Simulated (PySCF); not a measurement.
**Electron correlation in Ne⁺ (neon, charge +1)**

[He] 2s2 2p5, 2P determinant. Computed with PySCF 2.14 in cc-pVTZ (4s3p2d1f, 30 functions), with the non-relativistic Hamiltonian (point nucleus). Frozen: 1s2; 7 electrons correlated.

MP2 pair energies summed by pair of shells (mhartree):

```tsv
pair	energy	share (%)
2p-2p	-122.03	62.0
2s-2p	-65.10	33.1
2s-2s	-9.71	4.9
```

Total MP2 correlation energy: -196.83 mhartree.

Same-spin part -47.59 and opposite-spin part -149.24 mhartree; SCS-MP2 scales them by 1/3 and 6/5 to -194.95 mhartree.

```json
{"level": "CCSD", "correlation energy (mhartree)": "-208.34"}
{"level": "(T)", "correlation energy (mhartree)": "-2.51"}
{"level": "CCSD(T)", "correlation energy (mhartree)": "-210.85"}
```

Diagnostics: T1 = 0.0037, D1 = 0.0058, largest double amplitude 0.029.

Q: Is a single reference adequate?

A: Yes: T1 lies below 0.03 and no double amplitude reaches 0.07.
